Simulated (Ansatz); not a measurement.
Potential energy surface of H₂Mg, singlet: symmetric bend, bond length relaxed. Scanned: H-Mg-H angle. Other coordinates (Mg-H bond length) were minimised at B3LYP/def2-TZVP.

Method: full CI/cc-pVTZ, frozen core run with Ansatz (a program for electronic structure).

Scanned values (°): 180, 169.48, 161.80, 149.18, 138.16, 132.32, 121.58, 110.42, 101.29, 90.50, 80.80, 69.17, 60.

At which scan points does the profile have its minima and maxima, and how high do they lie?

Lower than their neighbours: 180° (0.0 mEh, end of the scan). Higher than their neighbours: 60° (111.7 mEh, end of the scan). The whole profile spans 111.7 mEh.
